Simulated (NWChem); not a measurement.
System: AgI; SMILES [Ag][I]

Here is an NWChem input.

```
start job
memory heap 200 mb stack 900 mb global 1100 mb
geometry units angstroms noautoz
  Ag     0.000000     0.000000    -1.359627
  I      0.000000     0.000000     1.205532
end
basis spherical
  * library def2-svp
end
ecp
  Ag library def2-ecp
  I library def2-ecp
end
dft
  xc b3lyp
  iterations 150
  mulliken
end
task dft energy
```

Parts of the log:

```
             Northwest Computational Chemistry Package (NWChem) 7.3.0
             --------------------------------------------------------

 ORDER OF PRIMARY AXIS IS BEING SET TO 4
 C4V symmetry detected

                             Geometry "geometry" -> ""
                             -------------------------

 Output coordinates in angstroms (scale by  1.889725989 to convert to a.u.)

  No.       Tag          Charge          X              Y              Z
 ---- ---------------- ---------- -------------- -------------- --------------
    1 Ag                  47.0000     0.00000000     0.00000000    -1.35953427
    2 I                   53.0000     0.00000000     0.00000000     1.20562473

 Effective nuclear repulsion energy (a.u.)     513.8786824748

      Symmetry information
      --------------------

 Group name             C4v
 Group number             18
 Group order               8
 No. of unique centers     2

                                 NWChem DFT Module
                                 -----------------

 Summary of "ao basis" -> "ao basis" (spherical)
 ------------------------------------------------------------------------------
       Tag                 Description            Shells   Functions and Types
 ---------------- ------------------------------  ------  ---------------------
 Ag                         def2-svp                11       31   5s3p2d1f
 I                          def2-svp                10       26   4s4p2d

      Symmetry analysis of basis
      --------------------------

        a1         21
        a2          0
        b1          5
        b2          5
        e          26

            General Information
            -------------------
          SCF calculation type: DFT
          Wavefunction type:  closed shell.
          No. of atoms     :     2
          No. of electrons :    44
           Alpha electrons :    22
            Beta electrons :    22
          Charge           :     0
          Spin multiplicity:     1
          Use of symmetry is: on ; symmetry adaption is: on
          Maximum number of iterations: 150
          AO basis - number of functions:    57
                     number of shells:    21
          Convergence on energy requested:  1.00D-06
          Convergence on density requested:  1.00D-05
          Convergence on gradient requested:  5.00D-04

              XC Information
              --------------
                         B3LYP Method XC Potential
                     Hartree-Fock (Exact) Exchange  0.200
                        Slater Exchange Functional  0.800 local
                    Becke 1988 Exchange Functional  0.720 non-local
              Lee-Yang-Parr Correlation Functional  0.810
                  VWN I RPA Correlation Functional  0.190 local

             Grid Information
             ----------------
          Grid used for XC integration:  medium
          Radial quadrature: Mura-Knowles
          Angular quadrature: Lebedev.
          Tag              B.-S. Rad. Rad. Pts. Rad. Cut. Ang. Pts.
          ---              ---------- --------- --------- ---------
          Ag                  1.60      123          10.0       590
          I                   1.40      123          11.0       590
          Grid pruning is: on
          Number of quadrature shells:   246
          Spatial weights used:  Erf1

      Superposition of Atomic Density Guess
      -------------------------------------

 Sum of atomic energies:        -514.78365987

      Non-variational initial energy
      ------------------------------

 Total energy =    -442.484332
 1-e energy   =    -971.646006
 2-e energy   =     431.171962
 HOMO         =      -0.351951
 LUMO         =      -0.155903

      Symmetry analysis of molecular orbitals - initial
      -------------------------------------------------

 !! scf_movecs_sym_adapt:   10 vectors were symmetry contaminated

  Symmetry fudging

 !! scf_movecs_sym_adapt:    6 vectors were symmetry contaminated

  Numbering of irreducible representations:

     1 a1          2 a2          3 b1          4 b2          5 e

  Orbital symmetries:

     1 a1          2 a1          3 e           4 e           5 a1
     6 a1          7 e           8 e           9 a1         10 e
    11 e          12 b2         13 b1         14 a1         15 a1
    16 e          17 e          18 b2         19 b1         20 a1
    21 e          22 e          23 a1         24 e          25 e
    26 a1         27 a1         28 a1         29 e          30 e
    31 a1         32 e

     ---------------------------------------------
      Total Density - Mulliken Population Analysis
     ---------------------------------------------

    Atom       Charge   Shell Charges
 -----------   ------   -------------------------------------------------------
    1 Ag  19    18.73  -0.48  1.67  0.82  0.55  0.10  5.98  0.08  0.04  9.37  0.62  0.00
    2 I   25    25.27   1.83  0.22  1.23  0.67  2.93  3.13  2.57  2.69  9.83  0.19

   convergence    iter        energy       DeltaE   RMS-Dens  Diis-err
 ---------------- ----- ----------------- --------- --------- ---------
 d= 0,ls=0.0,diis     1   -444.7848372883 -5.43D+02  1.95D-02  4.21D-01

 !! scf_movecs_sym_adapt:    2 vectors were symmetry contaminated

  Symmetry fudging
 d= 0,ls=0.0,diis     2   -444.7375880841  4.72D-02  1.18D-02  1.06D+00
 d= 0,ls=0.0,diis     3   -444.8468486162 -1.09D-01  3.17D-03  5.19D-03
 d= 0,ls=0.0,diis     4   -444.8469007273 -5.21D-05  1.69D-03  4.60D-03
 d= 0,ls=0.0,diis     5   -444.8478406334 -9.40D-04  1.98D-04  6.43D-05
  Resetting Diis
 d= 0,ls=0.0,diis     6   -444.8478512282 -1.06D-05  3.53D-05  2.67D-06
 d= 0,ls=0.0,diis     7   -444.8478516571 -4.29D-07  1.31D-05  2.96D-07
 d= 0,ls=0.0,diis     8   -444.8478516649 -7.75D-09  8.61D-06  2.19D-07

         Total DFT energy =     -444.847851664882
      One electron energy =     -975.146153730882
           Coulomb energy =      468.852924753674
    Exchange-Corr. energy =      -36.544335323366
 Nuclear repulsion energy =       97.989712635691

 Numeric. integr. density =       44.000000036082

                  Occupations of the irreducible representations
                  ----------------------------------------------

                     irrep           alpha         beta
                     --------     --------     --------
                     a1                8.0          8.0
                     a2                0.0          0.0
                     b1                2.0          2.0
                     b2                2.0          2.0
                     e                10.0         10.0

                       DFT Final Molecular Orbital Analysis
                       ------------------------------------

 Vector   20  Occ=2.000000D+00  E=-2.769062D-01  Symmetry=a1
              MO Center=  8.6D-19,  1.2D-16,  2.4D-01, r^2= 3.4D+00
   Bfn.  Coefficient  Atom+Function         Bfn.  Coefficient  Atom+Function
  ----- ------------  ---------------      ----- ------------  ---------------
    44     -0.459973  2 I  pz                 4      0.438491  1 Ag s
    47     -0.372634  2 I  pz                17     -0.347841  1 Ag d  0
     2     -0.264844  1 Ag s                 41      0.188026  2 I  pz
    38      0.152760  2 I  pz                 1      0.124277  1 Ag s
     3     -0.112909  1 Ag s                  8     -0.084975  1 Ag pz

 Vector   21  Occ=2.000000D+00  E=-2.400315D-01  Symmetry=e
              MO Center=  1.3D-16, -1.1D-16,  1.0D+00, r^2= 2.4D+00
   Bfn.  Coefficient  Atom+Function         Bfn.  Coefficient  Atom+Function
  ----- ------------  ---------------      ----- ------------  ---------------
    42      0.582667  2 I  px                45      0.531681  2 I  px
    39     -0.237993  2 I  px                18      0.195820  1 Ag d  1
    36     -0.192540  2 I  px                43     -0.075044  2 I  py
    12      0.068427  1 Ag px                46     -0.068477  2 I  py
     6     -0.052693  1 Ag px                 9      0.052644  1 Ag px

 Vector   22  Occ=2.000000D+00  E=-2.400315D-01  Symmetry=e
              MO Center= -6.6D-16,  3.7D-15,  1.0D+00, r^2= 2.4D+00
   Bfn.  Coefficient  Atom+Function         Bfn.  Coefficient  Atom+Function
  ----- ------------  ---------------      ----- ------------  ---------------
    43      0.582667  2 I  py                46      0.531681  2 I  py
    40     -0.237993  2 I  py                16     -0.195820  1 Ag d -1
    37     -0.192540  2 I  py                42      0.075044  2 I  px
    13      0.068427  1 Ag py                45      0.068477  2 I  px
     7     -0.052693  1 Ag py                10      0.052644  1 Ag py

 Vector   23  Occ=0.000000D+00  E=-1.252705D-01  Symmetry=a1
              MO Center= -1.2D-16, -3.3D-16, -1.6D+00, r^2= 4.9D+00
   Bfn.  Coefficient  Atom+Function         Bfn.  Coefficient  Atom+Function
  ----- ------------  ---------------      ----- ------------  ---------------
     4      0.651987  1 Ag s                  5      0.420914  1 Ag s
    47      0.377310  2 I  pz                 2     -0.296718  1 Ag s
    44      0.280631  2 I  pz                14     -0.222107  1 Ag pz
     3     -0.173558  1 Ag s                  8      0.152718  1 Ag pz
    11     -0.149066  1 Ag pz                 1      0.143252  1 Ag s

 Vector   24  Occ=0.000000D+00  E=-1.217619D-02  Symmetry=e
              MO Center=  4.6D-17,  9.1D-16, -1.4D+00, r^2= 7.5D+00
   Bfn.  Coefficient  Atom+Function         Bfn.  Coefficient  Atom+Function
  ----- ------------  ---------------      ----- ------------  ---------------
    13      0.918902  1 Ag py                46     -0.276628  2 I  py
    10      0.233277  1 Ag py                 7     -0.205099  1 Ag py
    43     -0.140567  2 I  py                12      0.119287  1 Ag px
    40      0.060548  2 I  py                54     -0.056519  2 I  d -1
    16      0.048530  1 Ag d -1              37      0.047816  2 I  py

[...]
```

Level: B3LYP/def2-SVP with def2 effective core potentials on Ag, I. Coordinates come from a PBE0-D3(BJ)/def2-TZVP optimisation. def2 effective core potentials on Ag, I; no spin-orbit coupling.
